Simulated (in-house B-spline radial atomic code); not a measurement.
Radial electron density of Ne+, [He] 2s2 2p4 3p1. Level of theory: scalar-relativistic (X2C) BHandHLYP, spin-polarised, spherical fractional occupations, exact exchange averaged over the configuration, Fermi nucleus of rms radius 3.0055 fm; calculated with a radial B-spline atomic code at the basis-set limit.

Columns: r (bohr), 4πr²n(r) (electrons per bohr), bar.

```
 0.00611    0.273 #
 0.00736   0.3842 ##
 0.00887   0.5386 ##
  0.0107    0.752 ###
  0.0129    1.041 ####
  0.0155    1.422 ######
  0.0187    1.934 ########
  0.0225    2.587 ##########
  0.0271    3.414 ##############
  0.0326    4.417 ##################
  0.0393    5.606 #######################
  0.0474     6.93 ############################
  0.0571    8.286 #################################
  0.0687     9.53 ######################################
  0.0828    10.49 ##########################################
  0.0998    10.93 ############################################
    0.12    10.72 ###########################################
   0.145    9.781 #######################################
   0.174    8.357 ##################################
    0.21    6.734 ###########################
   0.253    5.464 ######################
   0.305    4.935 ####################
   0.367    5.245 #####################
   0.442    6.098 #########################
   0.533    6.919 ############################
   0.642    7.116 #############################
   0.773    6.421 ##########################
   0.931    4.986 ####################
    1.12    3.293 #############
    1.35     1.82 #######
    1.63   0.8676 ###
    1.96   0.4421 ##
    2.36   0.3299 #
    2.85   0.3306 #
    3.43   0.3119 #
    4.13   0.2376 #
    4.98   0.1376 #
    5.99  0.05883 
    7.22  0.01732 
     8.7  0.00333 
    10.5 0.0003777 
    12.6 2.54e-05
```

On this grid the curve has 3 maxima, near 0.0998, 0.642, 2.85 bohr.

The 3p up radial function P(r) = rR(r), positive near the nucleus:

```csv
r (bohr),P
0.00887,0.0006355
0.0129,0.001308
0.0187,0.002655
0.0271,0.005327
0.0393,0.01052
0.0571,0.02033
0.0828,0.0378
0.12,0.06682
0.174,0.1103
0.253,0.1657
0.367,0.2161
0.533,0.2268
0.773,0.154
1.12,-0.02393
1.63,-0.2801
2.36,-0.5059
3.43,-0.5568
4.98,-0.3709
7.22,-0.1316
10.5,-0.01943
```
